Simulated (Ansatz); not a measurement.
ZrI3, SMILES [I][Zr+]([I])[I], charge +1, multiplicity 1.

Geometry: PBE0-D3(BJ)/def2-SVP. The spin state was assumed, not searched. The isomer is the one that the SMILES or the coordinates give; other isomers of the formula were not compared. The def2 effective core potentials stand for the cores of I, Zr; spin–orbit coupling is left out.

Two levels are set side by side: PBE/def2-SVPD (Ansatz, an electronic-structure program) and PBE0/def2-SVPD (Ansatz). Energy differences of separate SCF runs at the same geometry; the states with an electron removed or added have multiplicity 2 and 2. Differences are taken from unrounded values.

```
quantity                            PBE0    PBE  PBE minus PBE0
---------------------------------  -----  -----  --------------
vertical ionisation energy (eV)    13.75  13.40           -0.34
vertical electron affinity (eV)     7.05   6.71           -0.34
vertical singlet–triplet gap (eV)   2.30   2.29           -0.01
```
